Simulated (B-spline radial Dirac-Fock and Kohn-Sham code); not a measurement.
X-ray scattering factor of Sc⁶⁺

System: scandium as Sc⁶⁺, configuration [Ne] 3s2 3p3.

The run's input, task.json:

```json
{"items": [{
  "Z": 21,
  "q": 6,
  "cfg": [[1, 0, 2], [2, 0, 2], [2, 1, 6], [3, 0, 2], [3, 1, 3]],
  "A": 45,
  "rrms": 3.5459,
  "do": ["scatter"],
  "s": [0.0, 0.05, 0.1, 0.15, 0.2, 0.25, 0.3, 0.35, 0.4, 0.45, 0.5, 0.6, 0.7, 0.8, 0.9, 1.0, 1.1, 1.2, 1.4, 1.6, 1.8, 2.0, 2.5, 3.0, 3.5, 4.0, 5.0, 6.0],
  "pz": [0, 0.1, 0.2, 0.3, 0.4, 0.5, 0.6, 0.8, 1.0, 1.2, 1.4, 1.6, 1.8, 2.0, 2.5, 3.0, 4.0, 5.0, 7.0, 10.0, 15.0, 20.0, 30.0, 40.0, 60.0, 100.0],
  "hv_scatter": [5000, 10000, 20000, 30000, 50000, 100000, 200000, 500000]
}]}
```

Command: `python xray_run.py task.json out`

These are calculated numbers from a radial atomic solver; the model is Dirac-Fock densities. f₀ is the Fourier transform of the spherical electron density, S the Waller-Hartree incoherent function, and s = sin θ/λ.

```csv
s (Å⁻¹),f₀,S
0,15.000,0.000
0.05,14.875,0.159
0.1,14.512,0.609
0.15,13.949,1.280
0.2,13.238,2.080
0.25,12.439,2.918
0.3,11.610,3.727
0.35,10.800,4.465
0.4,10.045,5.117
0.45,9.365,5.685
0.5,8.768,6.181
0.6,7.805,7.017
0.7,7.079,7.726
0.8,6.491,8.365
0.9,5.968,8.960
1,5.472,9.515
1.1,4.991,10.030
1.2,4.528,10.501
1.4,3.686,11.307
1.6,2.994,11.940
1.8,2.464,12.423
2,2.076,12.791
2.5,1.529,13.400
3,1.279,13.791
3.5,1.127,14.085
4,1.001,14.315
5,0.772,14.631
6,0.578,14.806
```

f₀ starts at the number of electrons, 15, and has fallen to half at s ≈ 0.64 Å⁻¹. The sum of ⟨r²⟩ over the electrons is 6.852 bohr².
